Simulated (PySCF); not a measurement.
Compound: C3H9GeN.
Numbering: `[CH2:1]=[N:2][CH2:3][CH2:4][GeH3:5]` (hydrogens: H6, H7 on C1; H8, H9 on C3; H10, H11 on C4; H12, H13, H14 on Ge5)

Computed by this run: PBE0-D3(BJ)/def2-SVP geometry optimisation, gas phase in PySCF 2.14.0; density fitting, grid level 1; the optimiser is geomeTRIC in internal coordinates, started from a GFN2-xTB structure with every atom displaced at random (about 0.01 Å).

Step 0: E = -61241.5700 eV
```
atom  x, y, z in Å  |  force x, y, z in eV/Å
C1     -2.0275    0.6308   -0.2583   -3.205   2.145  -0.506
N2     -0.9421    0.0795   -0.2753    2.294  -1.589  -0.154
C3     -0.6029   -0.8863    0.7097    1.560   0.380   0.666
C4      0.7789   -0.4152    1.2948   -1.737   0.146  -0.346
Ge5     1.7245    0.4481   -0.1946   -0.114   0.424   0.967
H6     -2.8406    0.4518    0.4645   -0.051  -0.214   0.282
H7     -2.2494    1.3957   -1.0186   -0.060   0.047  -0.036
H8     -0.4121   -1.8233    0.1835   -0.155  -0.454  -0.077
H9     -1.3636   -1.0246    1.5018   -0.084  -0.099  -0.086
H10     0.5689    0.3051    2.1038    0.227   0.110  -0.109
H11     1.2880   -1.2540    1.7388    0.613  -0.560   0.248
H12     1.6714   -0.3512   -1.4264   -0.083  -0.814  -1.102
H13     1.2319    1.8531   -0.4656   -0.165   0.411  -0.027
H14     3.1672    0.5754    0.1937    0.960   0.069   0.280
```

Step 1: E = -61241.8519 eV
```
atom  x, y, z in Å  |  force x, y, z in eV/Å
C1     -2.1559    0.6307   -0.2566    0.175  -0.130   0.076
N2     -1.0212    0.0785   -0.3047   -0.281   0.207  -0.138
C3     -0.6024   -0.8590    0.6993    0.581   0.270   0.041
C4      0.7702   -0.4033    1.2566   -0.820  -0.140  -0.130
Ge5     1.8232    0.4481   -0.1768    0.122   0.024   0.200
H6     -2.9029    0.4241    0.5321   -0.040  -0.045   0.099
H7     -2.4402    1.3620   -1.0246    0.020   0.010  -0.065
H8     -0.4458   -1.8187    0.1807   -0.141  -0.114   0.060
H9     -1.3491   -0.9889    1.5099    0.012  -0.127  -0.050
H10     0.5873    0.3341    2.0543    0.199   0.068  -0.002
H11     1.2887   -1.2620    1.7057    0.145   0.052   0.001
H12     1.7882   -0.3798   -1.4608   -0.020  -0.110  -0.138
H13     1.3592    1.8839   -0.4463   -0.052   0.056  -0.020
H14     3.2933    0.5352    0.2828    0.101  -0.022   0.065
```

Step 2: E = -61241.8899 eV
```
atom  x, y, z in Å  |  force x, y, z in eV/Å
C1     -2.2197    0.6144   -0.2231   -0.003  -0.047   0.051
N2     -1.0712    0.1059   -0.3312    0.009   0.072  -0.091
C3     -0.6051   -0.8283    0.6578    0.279   0.115   0.099
C4      0.7502   -0.3754    1.2243   -0.390  -0.047  -0.132
Ge5     1.8855    0.4358   -0.1672    0.128  -0.003   0.079
H6     -2.9096    0.3711    0.6104   -0.025   0.013  -0.007
H7     -2.5745    1.3291   -0.9794    0.011   0.007   0.009
H8     -0.4625   -1.7943    0.1434   -0.037  -0.017   0.005
H9     -1.3458   -0.9772    1.4694   -0.013  -0.105   0.032
H10     0.5903    0.3786    2.0118    0.066   0.032  -0.013
H11     1.2698   -1.2263    1.6888    0.049   0.014   0.006
H12     1.8833   -0.4152   -1.4484   -0.018  -0.002  -0.013
H13     1.4632    1.8819   -0.4737   -0.022  -0.021  -0.024
H14     3.3388    0.4848    0.3687   -0.035  -0.012  -0.002
```

Step 3: E = -61241.8976 eV
```
atom  x, y, z in Å  |  force x, y, z in eV/Å
C1     -2.2494    0.6058   -0.1975   -0.060   0.118  -0.085
N2     -1.0910    0.1282   -0.3343    0.004  -0.020   0.097
C3     -0.6013   -0.8150    0.6382   -0.062  -0.077   0.028
C4      0.7338   -0.3564    1.2056    0.084   0.028   0.011
Ge5     1.9145    0.4251   -0.1630    0.042  -0.005  -0.006
H6     -2.9392    0.3337    0.6282    0.069  -0.023   0.006
H7     -2.6155    1.3407   -0.9286   -0.039  -0.013  -0.010
H8     -0.4558   -1.7763    0.1148    0.015   0.018  -0.037
H9     -1.3369   -0.9971    1.4503    0.001  -0.037  -0.003
H10     0.5851    0.4105    1.9831   -0.009   0.014  -0.011
H11     1.2608   -1.1971    1.6821   -0.017  -0.005   0.025
H12     1.9319   -0.4483   -1.4321   -0.007   0.017   0.013
H13     1.5056    1.8658   -0.5100    0.003  -0.013  -0.020
H14     3.3501    0.4652    0.4148   -0.023  -0.002  -0.008
```

Question: Estimate the geometry and energy of step 4. (The exact step hangs on the optimiser's Hessian estimate; all steps are aligned on step 3, rigid shifts and turns removed.)

Answer: E = -61241.8993 eV, largest force 0.196 eV/Å
```
atom  x, y, z in Å  |  force x, y, z in eV/Å
C1     -2.2619    0.6138   -0.1886    0.012  -0.067   0.089
N2     -1.1008    0.1438   -0.3330    0.020  -0.035  -0.043
C3     -0.6019   -0.8106    0.6266   -0.129  -0.008  -0.013
C4      0.7259   -0.3471    1.1997    0.189   0.030   0.045
Ge5     1.9286    0.4190   -0.1594   -0.022  -0.012  -0.020
H6     -2.9195    0.3206    0.6551   -0.064   0.040  -0.031
H7     -2.6585    1.3388   -0.9141    0.029   0.000   0.016
H8     -0.4484   -1.7632    0.0891    0.021   0.039  -0.049
H9     -1.3366   -1.0176    1.4346    0.004   0.005  -0.005
H10     0.5754    0.4257    1.9711   -0.031   0.007  -0.013
H11     1.2522   -1.1834    1.6855   -0.037  -0.007   0.027
H12     1.9571   -0.4679   -1.4185   -0.002   0.006   0.006
H13     1.5271    1.8541   -0.5345    0.006   0.000  -0.009
H14     3.3538    0.4591    0.4381    0.004   0.002   0.000
```

The energy changes by -0.0017 eV. The first-order estimate −F·Δx gives -0.0064 eV and the mean of the old and new forces, exact on a quadratic surface, -0.0018 eV. The step makes an angle of 76° with the force vector and moves no atom by more than 0.045 Å.

What follows is the cost of the whole optimisation. Time: 80 s wall; peak memory 0.51 GiB. Hardware: one thread of an Arm Neoverse V1, shared host with 32 logical CPUs at a one-minute load of 31.
